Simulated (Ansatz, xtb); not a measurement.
**C4H3BrO: which of two isomers lies lower**

We compare X, `C=C(Br)C=C=O`, a singlet, with Y, `O=C1CC=C1Br`, a singlet. Both are isolated molecules in the gas phase, relaxed with B3LYP-D3(BJ)/def2-SVP; the shapes shown needn't be the lowest conformers.

X (Å):

```csv
atom,x (Å),y (Å),z (Å)
C,-0.5593,-1.5215,-0.5291
C,0.4078,-0.8429,0.1024
C,0.4130,0.5896,0.3572
C,1.3825,1.2487,0.9865
Br,1.9532,-1.7784,0.7559
O,2.1981,1.8713,1.5278
H,-1.4390,-0.9895,-0.9011
H,-0.4980,-2.5980,-0.6861
H,-0.4315,1.1966,0.0169
```

Y (Å):

```yaml
atoms:
  - { symbol: C, position_ang: [-1.9067, -2.6695, 0.7012] }
  - { symbol: C, position_ang: [-0.6404, -1.7469, 0.6747] }
  - { symbol: C, position_ang: [-1.3407, -1.0817, -0.5075] }
  - { symbol: C, position_ang: [-2.4277, -1.8866, -0.4710] }
  - { symbol: Br, position_ang: [-3.9997, -2.0116, -1.4760] }
  - { symbol: O, position_ang: [-2.2748, -3.5869, 1.3693] }
  - { symbol: H, position_ang: [0.3019, -2.2750, 0.4516] }
  - { symbol: H, position_ang: [-0.5105, -1.1279, 1.5782] }
  - { symbol: H, position_ang: [-1.0606, -0.2493, -1.1534] }
```

**Question.** Which of the two would you expect CCSD(T)/def2-SVP + ΔMP2/def2-TZVPP electronic energies to favour?

**Answer.** Structure X; the calculation gives E(Y) − E(X) = +2.4 kcal/mol.

Level by level:

| level | geometry | E(Y) − E(X) (kcal/mol) | departure from the last row (kcal/mol) | job, with rough time for the two |
| --- | --- | --- | --- | --- |
| GFN2-xTB | GFN2-xTB | +3.9 | +1.4 | optimisation, 0.2 s |
| HF/STO-3G | GFN2-xTB | −20.0 | −22.4 | single point, 0.82 s |
| r2SCAN-D4/def2-SVP | GFN2-xTB | +3.4 | +1.0 | single point, 4.2 s |
| B3LYP-D3(BJ)/def2-SVP | B3LYP-D3(BJ)/def2-SVP | +5.0 | +2.6 | optimisation, 54 s |
| HF/def2-SVP | B3LYP-D3(BJ)/def2-SVP | +2.8 | +0.4 | part of the CCSD(T) run |
| MP2/def2-SVP | B3LYP-D3(BJ)/def2-SVP | +3.2 | +0.7 | part of the CCSD(T) run |
| CCSD(T)/def2-SVP | B3LYP-D3(BJ)/def2-SVP | +2.6 | +0.2 | single point |
| CCSD(T)/def2-SVP + ΔMP2/def2-TZVPP | B3LYP-D3(BJ)/def2-SVP | +2.4 |  | single point, 60 s |

As drawn, Y has 2 C–C in place of 1 C=C. Structure X has no ring, Y a 4-membered ring.

HF/STO-3G puts the two in the other order. The largest departure from CCSD(T)/def2-SVP + ΔMP2/def2-TZVPP is that of HF/STO-3G, 22.4 kcal/mol. The last row adds to CCSD(T) the change of the MP2 difference between the two basis sets, here −0.2 kcal/mol.

With thermal terms from frequencies at re-optimised GFN2-xTB minima (ideal gas, soft modes damped towards free rotors, one conformer each, 298.15 K, 1 atm): the zero-point term adds +1.2 kcal/mol; ΔH is +3.1 and ΔG +4.3 kcal/mol.

The correlated steps freeze 14 core orbitals; the filled d shell of Br is correlated, in a basis made for valence electrons. Run with Ansatz 0.2.0, xtb 6.7.1; the last row on 2 threads of Intel(R) Xeon(R) Platinum 8259CL CPU @ 2.50GHz (Skylake/Cascade Lake) on a shared host.
